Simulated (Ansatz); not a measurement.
```yaml
crystal:
  periodic: [false, false, false]
  atoms:
    - {symbol: N, position_ang: [-1.335370, 1.403965, 1.922930]}
    - {symbol: In, position_ang: [-0.122919, 1.197408, 0.588343]}
    - {symbol: Cl, position_ang: [1.818262, 2.359819, -0.200789]}
    - {symbol: O, position_ang: [-0.191745, -0.930660, -0.489307]}
    - {symbol: Si, position_ang: [0.694313, -1.650487, -1.580053]}
    - {symbol: H, position_ang: [-1.214616, 2.252832, 2.453081]}
    - {symbol: H, position_ang: [-2.219666, 0.965736, 2.198599]}
    - {symbol: H, position_ang: [-0.440710, -3.225965, -1.627644]}
    - {symbol: H, position_ang: [2.128853, -2.115346, -0.874099]}
    - {symbol: H, position_ang: [0.832579, -1.123096, -2.567590]}
basis:
  gaussian: {orbitals: def2-mTZVPP}
hamiltonian: {xc: {name: BLYP}}
smearing: {width: 0.1}
output: {forces: true}
```

```sh
$ ansatz run in.yaml --threads 4 --pin off --events-out ev --progress --plain --max-ram 10444MiB
```

Task: How does Ansatz answer? (Best estimate.)

Result: The calculation gave: The program refused the input.
```
Error: YAML parse error: error: line 17 column 1: unknown field `smearing`, expected one of crystal, accuracy, basis, kpoints, hamiltonian, magnetization, projection, total_charge, correlation, batch, efield, external_charges, scf, relax, neb, saddle, md, ramp, phonons, dielectric, real_time, elastic, magnetic_configurations, gw, evaluate, workflow, output, checkpoint, execution
15 |   gaussian: {orbitals: def2-mTZVPP}
16 | hamiltonian: {xc: {name: BLYP}}
17 | smearing: {width: 0.1}
18 | output: {forces: true}
```
